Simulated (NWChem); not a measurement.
System: BiH3; SMILES [BiH3]

Results from NWChem. Medium grid unless said otherwise, to which SCAN and Minnesota functionals are sensitive. Structure relaxed at the PBE0-D3(BJ)/def2-TZVP level. def2 effective core potentials on Bi; no spin-orbit coupling. B3LYP is NWChem's, with the RPA form of VWN correlation.

### Question
Order these by “highest occupied level (eV)”, lowest first: TPSSh/def2-TZVP; B3LYP/def2-TZVP; OLYP/def2-TZVP; PBE/def2-TZVP; M06/def2-TZVP.

### Answer
B3LYP/def2-TZVP (-7.56), M06/def2-TZVP (-7.44), TPSSh/def2-TZVP (-7.21), PBE/def2-TZVP (-6.70), OLYP/def2-TZVP (-6.51)
